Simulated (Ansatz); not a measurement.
Molecule: C4H9O (charge 0, doublet). It need not be the lowest isomer of its formula. SMILES: O[CH]C(C)C
Geometry from a B3LYP-D3(BJ)/def2-TZVP (Ansatz, a program for electronic structure) optimisation:
```xyz
14

C     -1.6029    -0.8538    -0.3948
C     -0.4979     0.0205     0.1996
C     -0.5106     1.4306    -0.4224
C      0.8255    -0.6420     0.0484
O      1.8536    -0.0455     0.7368
H     -2.5783    -0.3804    -0.2719
H     -1.6348    -1.8336     0.0840
H     -1.4422    -1.0062    -1.4656
H     -0.6839     0.1362     1.2745
H     -0.3686     1.3735    -1.5047
H      0.2877     2.0445    -0.0055
H     -1.4642     1.9288    -0.2315
H      1.0862    -1.1519    -0.8760
H      2.6849    -0.4787     0.5181
```
Charge 0, spin multiplicity 2.

Computed values are from Ansatz. Cores are frozen in the correlated levels unless marked. UHF or UKS for open shells. Spin-orbit coupling is left out. No relativistic terms. CBS(X,Y): correlation extrapolated as X^-3; Hartree-Fock from the larger set.

The atomisation energy De is 1296.2 kcal/mol at CCSD(T)/CBS(cc-pVTZ,cc-pVQZ), the total energy is -232.7269 Eh at CCSD(T)/CBS(cc-pVTZ,cc-pVQZ) and the dipole moment comes out as 1.18 D at CCSD(T)/aug-cc-pVDZ. The T1 diagnostic comes out as 0.013 at CCSD/cc-pVQZ.
